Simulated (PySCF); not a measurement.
## Telling isomers of C3H6B2 apart by NMR

Calculated, not measured (PySCF 2.14): structure optimised with PBE0-D3(BJ)/def2-SVP, B3LYP/pcJ-1 coupling constants (spin–dipole term left out of most H,H and C,H couplings), σ from GIAO-PBE0/pcSseg-1. No solvent, one computed conformer, fast rotation and ring inversion assumed for equivalent nuclei, non-relativistic.

δ = σ(ref) − σ, references computed at the same level: ¹H and ¹³C vs TMS. Multiplet labels drop J under 1 Hz and among equivalent protons, and merge close values. Unscaled 3J(H,H) run several per cent high. Vicinal couplings that depend on rotamer populations or ring flexing (ring, CH–CH, X–H and H–F types) are those of the one conformer. Couplings to H on boron are left out. Carbons bonded to boron are broad in practice. Shifts are as computed. Against solution values, carbons near 30 ppm lie about +2 ppm off and those near 130 ppm about +5 ppm. Of 1211 compounds with measured shifts, 218 miss one by over three times the rms of a fit or turn the order of signals round; such compounds aren't used in these exercises.

(1) Tabulate the signals of `BC(B)C#C`, `BCBC#C` and their relative energies.

(2) What is the quickest way to tell BC(B)C#C from BCBC#C?

Results:

(1) 
| SMILES | carbon types | δC | δH | E rel. (kcal/mol) |
| --- | --- | --- | --- | --- |
| BC(B)C#C | 1×C 2×CH | 89.1, 77.0, 66.5 | 7.63 (br, 4H), 4.57 (d, 1H), 2.45 (d, 1H) | 19.5 |
| BCBC#C | 1×C 1×CH 1×CH2 | 133.9, 99.4, 61.1 | 7.77 (br, 2H), 6.84 (br, 1H), 4.95 (s, 1H), 3.67 (t, 2H) | 0.0 |

Energies are electronic energies at PBE0/pcSseg-1 on these geometries, without zero-point or thermal terms, each for the one conformer computed, which needn't be the lowest.

(2) Both give the same number of carbon signals, but DEPT or the intensities differ. The first has a propargylic sp3 CH bonded to 2 B at 66.5 ppm, the second an sp3 CH2 bonded to 2 B at 61.1 ppm. Their most deshielded carbons lie at 89.1 and 133.9 ppm.
